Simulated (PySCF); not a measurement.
**Electronic structure of He⁺ (helium, charge +1) at the UHF level**

Configuration: 3d1, 2D determinant (an excited configuration). Calculation: PySCF 2.14, in aug-cc-pVTZ (4s3p2d, 23 functions); the non-relativistic Hamiltonian (point nucleus).

| Quantity | Value |
| --- | --- |
| Total energy | 0.450192 hartree |
| One-electron energy | 0.4502 hartree |
| Hartree (Coulomb) energy | 0.2589 hartree |
| Exchange energy | -0.2589 hartree |
| Kinetic energy | 1.58609 hartree |
| ⟨S²⟩ | 0.7500 |
| ⟨L²⟩ | 6.000 |
| Sum of ⟨r⟩ | 1.902 bohr |
| Sum of ⟨r²⟩ | 3.870 bohr² |
| Traceless quadrupole moment −½Σ⟨3z² − r²⟩ along its main axis | 1.11 e·bohr² |
| Density at the nucleus (Gaussians lack the cusp) | 0 bohr⁻³ |
| Langevin diamagnetic susceptibility | -3.06 ×10⁻⁶ cm³/mol |

```json
{"shell": "3d α", "electrons": "1", "mean orbital energy (eV)": "12.250", "rms radius, mean of both spins (bohr)": "1.97"}
```

The outer electron is Rydberg-like, and this basis confines it to a smaller radius and binds it less than a complete one would. At UHF the highest occupied level has a positive energy, so only the finite basis holds that electron; for this excited configuration the basis is too tight for the outer shell.

Spin-orbit constants ζ (cm⁻¹) from the X2C one-electron operator on these orbitals (non-relativistic here): bare nucleus, nucleus screened by l(l+1)(2l+1)/3 electrons, and screened by the Breit-Pauli mean field of the electrons.

```json
{"shell": "3d", "bare": "2.853", "screened nucleus": "2.853", "mean field": "2.618"}
```

To first order the Landé constant is A = 2.618 cm⁻¹, so the lowest level has J = 3/2 and lies 0.000487 eV below the centre of the term.
